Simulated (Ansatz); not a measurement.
CH4AlOS, SMILES `C[O][Al][SH]` radical at its PBE0-D4/def2-TZVP geometry, where that method's forces vanish. Total charge 0; spin multiplicity 2.

```csv
atom,x (Å),y (Å),z (Å)
C1,-1.3199,-0.4442,0.4121
O2,-0.2089,0.1462,1.0232
Al3,1.3300,0.6775,0.6047
S4,1.9456,0.4520,-1.5068
H5,-2.1976,0.1994,0.5295
H6,-1.1646,-0.6176,-0.6596
H7,-1.5398,-1.4069,0.8846
H8,3.1552,0.9935,-1.2877
```

Q: For each bond, give half the difference of the two atoms' forces along it (eV/Å; positive pushes the atoms apart) under PBE-D4, r2SCAN-D4, B3LYP-D4, ωB97M-V in def2-TZVPP. (Estimate.)

A: Computed: 
```json
{"bond": "C1–O2", "length (Å)": "1.399", "PBE-D4": "0.21", "r2SCAN-D4": "0.28", "B3LYP-D4": "0.30", "ωB97M-V": "0.29"}
{"bond": "C1–H5", "length (Å)": "1.095", "PBE-D4": "0.08", "r2SCAN-D4": "-0.06", "B3LYP-D4": "-0.10", "ωB97M-V": "-0.13"}
{"bond": "C1–H6", "length (Å)": "1.097", "PBE-D4": "0.07", "r2SCAN-D4": "-0.05", "B3LYP-D4": "-0.08", "ωB97M-V": "-0.10"}
{"bond": "C1–H7", "length (Å)": "1.095", "PBE-D4": "0.08", "r2SCAN-D4": "-0.07", "B3LYP-D4": "-0.10", "ωB97M-V": "-0.13"}
{"bond": "O2–Al3", "length (Å)": "1.681", "PBE-D4": "0.21", "r2SCAN-D4": "-0.06", "B3LYP-D4": "-0.05", "ωB97M-V": "0.00"}
{"bond": "Al3–S4", "length (Å)": "2.211", "PBE-D4": "0.12", "r2SCAN-D4": "0.02", "B3LYP-D4": "0.14", "ωB97M-V": "0.06"}
{"bond": "S4–H8", "length (Å)": "1.343", "PBE-D4": "0.24", "r2SCAN-D4": "0.00", "B3LYP-D4": "-0.02", "ωB97M-V": "-0.09"}
```

B3LYP here is the variant with VWN-RPA as its local correlation; programs differ in this.
